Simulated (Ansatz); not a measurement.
Zn₃S₃⁻, relaxed as a doublet with UKS B3LYP-D4/def2-SVPD in Ansatz, starting from the GFN1-xTB geometry. Force threshold 0.02 eV/Å.

The structure comes from a short search, and lower isomers may exist.

Start:

```xyz
6

Zn   -2.2659    0.5059   -0.5806
Zn    1.6811   -0.6458   -0.0791
Zn   -1.2339   -0.8601    1.2955
S     0.8823   -2.4896   -0.7163
S     0.9095    1.4779    0.9162
S     0.0269    2.0117   -0.8356
```

**Question.** Estimate the energy that the relaxation releases and the steps that it takes.

**Answer.** 335.2 kJ/mol, in 40 steps; 6.3 min on 4 threads of Arm Neoverse V2 on a shared host. No frequencies were taken in this run, so the end may be a saddle point.

**Question.** Does the start keep its bonding?

**Answer.** Bonds lost: Zn1–Zn3, S5–S6 (atoms count from 1). Bonds formed: Zn1–S5, Zn3–S4, Zn3–S6 (atoms count from 1).

**Question.** Predict the relaxed structure.

**Answer.** 
```csv
atom,x (Å),y (Å),z (Å)
Zn1,0.0396,1.7872,-0.1838
Zn2,1.5664,-0.8596,0.2202
Zn3,-1.7316,-1.0026,-0.0394
S4,0.0205,-2.4310,0.2567
S5,2.1959,1.2725,0.0486
S6,-2.0909,1.2335,-0.3022
```
Bond lengths (bridged metal pairs left out): 6 × S–Zn 2.20 to 2.28 Å.
